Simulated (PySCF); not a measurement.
## How the functional moves excitation energies

Species: C3H7BS.
SMILES: `C=CBSC`

Linear-response calculations in the def2-SVPD basis (PySCF; singlets by full response, triplets Tamm–Dancoff, core orbitals frozen in the response; HF means time-dependent Hartree–Fock). 'Strongest' is the level of largest summed f among the singlets computed (10 roots, of which the last may lack a degenerate partner); it can jump between rows when another state enters that window. S1 is the lowest singlet of each run and needn't be the same state throughout; f(S1) is that of one state. Isolated species at its PBE0-D3(BJ)/def2-SVP geometry (one conformer only).

| functional | kind | S1 (eV) | f(S1) | strongest (eV) | T1 (eV) | HOMO (eV) | gap (eV) | ionisation energy, ΔSCF (eV) |
| --- | --- | --- | --- | --- | --- | --- | --- | --- |
| LDA | LDA | 4.65 | 0.316 | 4.65 | 3.34 | -6.36 | 3.66 | 9.20 |
| PBE | GGA | 4.70 | 0.314 | 4.70 | 3.28 | -6.22 | 3.74 | 9.00 |
| B3LYP | global hybrid, 20% exact exchange | 5.04 | 0.383 | 5.04 | 3.47 | -7.04 | 5.28 | 9.13 |
| PBE0 | global hybrid, 25% exact exchange | 5.14 | 0.397 | 5.14 | 3.44 | -7.27 | 5.69 | 9.15 |
| BHandHLYP | global hybrid, 50% exact exchange | 5.49 | 0.470 | 5.49 | 3.54 | -8.17 | 7.64 | 9.10 |
| CAM-B3LYP | range-separated hybrid | 5.34 | 0.437 | 5.34 | 3.56 | -8.50 | 8.03 | 9.27 |
| wB97X-D | range-separated hybrid | 5.37 | 0.433 | 5.37 | 3.67 | -9.04 | 9.24 | 9.28 |
| LC-wPBE | range-separated hybrid | 5.62 | 0.467 | 5.62 | 3.54 | -9.86 | 10.46 | 9.44 |
| HF | Hartree–Fock | 6.07 | 0.624 | 6.07 | 3.20 | -9.62 | 11.63 | not settled |

S1 runs from 4.65 eV (LDA) to 6.07 eV (HF), a spread of 1.42 eV, while the orbital gap spreads over 8.0 eV. Along PBE (0%), B3LYP (20%), PBE0 (25%), BHandHLYP (50%), HF (100%) S1 rises with the share of exact exchange. −ε(HOMO) comes closest to its own ΔSCF ionisation energy with wB97X-D (-0.24 eV) and misses most with LDA (-2.84 eV). 'Not settled' means that the ion's SCF failed to converge or may have ended in another state than the lowest.
